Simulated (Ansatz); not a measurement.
Basis sets compared for the cluster Be7O7. The state is a singlet with charge 0. Geometry PBE0-D4/def2-SVP. Ansatz on 4 threads of Arm Neoverse V2 on a shared host; times are rough, and most runs start from earlier orbitals.

```xyz
14

Be    0.574    1.580   -2.577
Be    0.082   -0.469    3.041
Be   -0.723   -0.734   -2.902
Be    1.435    2.706   -0.313
Be   -1.110   -2.381    1.603
Be   -1.472   -2.498   -1.041
Be    1.214    1.796    2.189
O    -0.605   -1.682    2.740
O    -0.088    0.500   -3.234
O     0.763    0.783    3.087
O    -1.523   -2.879    0.332
O     1.187    2.528   -1.706
O     1.563    2.658    1.107
O    -1.297   -1.907   -2.328
```

Another isomer (singlet) lies 0.20 eV lower at PBE0-D4/def2-TZVP; other spin states weren't run for this one.

Binding counts from free atoms (Be singlet, O triplet) in the same basis, without a counterpoise term.

| level | functions | energy (Eh) | HOMO (eV) | LUMO (eV) | binding per atom (eV) | wall time |
| --- | --- | --- | --- | --- | --- | --- |
| PBE-D4/def2-SVP | 161 | -629.4344 | -7.18 | -1.87 | 5.34 | 2.1 s |
| PBE-D4/def2-TZVP (with forces) | 350 | -630.1833 | -7.07 | -1.82 | 5.28 | 5 s |
| PBE0-D4/def2-SVP | 161 | -629.4487 | -8.76 | -1.17 | 5.14 | 2.6 s |
| PBE0-D4/def2-TZVP | 350 | -630.2051 | -8.62 | -1.15 | 5.10 | 9 s |

(1) Estimate the rows for PBE-D4/def2-TZVPD, PBE0-D4/def2-TZVPD.

Results:

(1) 
```tsv
level	functions	energy (Eh)	HOMO (eV)	LUMO (eV)	binding per atom (eV)	wall time
PBE-D4/def2-TZVPD	434	-630.1952	-7.14	-1.88	5.29	8.5 s
PBE0-D4/def2-TZVPD	434	-630.2159	-8.68	-1.21	5.12	14 s
```
